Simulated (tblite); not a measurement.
Species: CH12BNSi3 (charge +1 and doublet state).
Structure used (GFN2-xTB), in Å, numbered top down from 1:
```
atom  x, y, z in Å
Si1   -2.266    1.253   -0.003
B2    -1.390   -0.343   -0.952
C3    -0.912   -1.478   -0.108
Si4    1.077   -1.657   -0.311
N5     1.749   -0.162    0.193
Si6    1.943    1.392   -0.624
H7    -3.693    1.174   -0.330
H8    -2.038    1.145    1.441
H9    -1.586    2.426   -0.570
H10   -1.370   -0.262   -2.111
H11   -1.291   -2.439   -0.459
H12   -1.052   -1.441    0.969
H13    1.413   -2.700    0.649
H14    1.322   -1.933   -1.720
H15    2.235   -0.193    1.078
H16    3.332    1.522   -1.045
H17    0.993    1.313   -1.737
H18    1.525    2.388    0.364
```

All values are computed: GFN2-xTB (tblite) harmonic vibrations without scaling, gas phase. Errors from tens to a few hundred cm⁻¹ against measured bands are possible. Modes of hydrogen on boron and silicon can be 10 to 20 % off. One conformer, not necessarily the lowest. Open shells enter through the occupations alone, without spin polarisation, and single modes of such species can be off by tens of per cent. The optimisation stopped once no atom felt more than 0.01 eV/Å.

Lowest wavenumbers of the output (negative numbers stand for imaginary wavenumbers):
```
mode    cm-1
  1     -21.9
  2      33.7
  3      51.4
  4      68.5
  5      98.1
  6     158.0
  7     186.3
  8     214.2
```

Q: Is this structure a minimum?

A: Not by this Hessian. 1 mode is imaginary beyond 20i (22i cm⁻¹), so at this level the point lies at or near a first-order saddle. The curvature is small, so loose convergence or finite differences may be the whole cause.

Q: Which atoms move in the imaginary mode?

A: 22i: H8 (hydrogen on silicon) 25 %, H9 (hydrogen on silicon) 22 %, H7 (hydrogen on silicon) 19 %, Si6 (silicon bonded to N and 3 H) 15 %. These are shares of the mass-weighted motion.

Q: What is the remedy?

A: Step along that mode in both directions, optimise again with tighter thresholds and repeat the frequencies. The zero-point energy of this point (73.1 kcal/mol) counts the 47 real modes alone, and thermal corrections from it aren't those of a minimum.
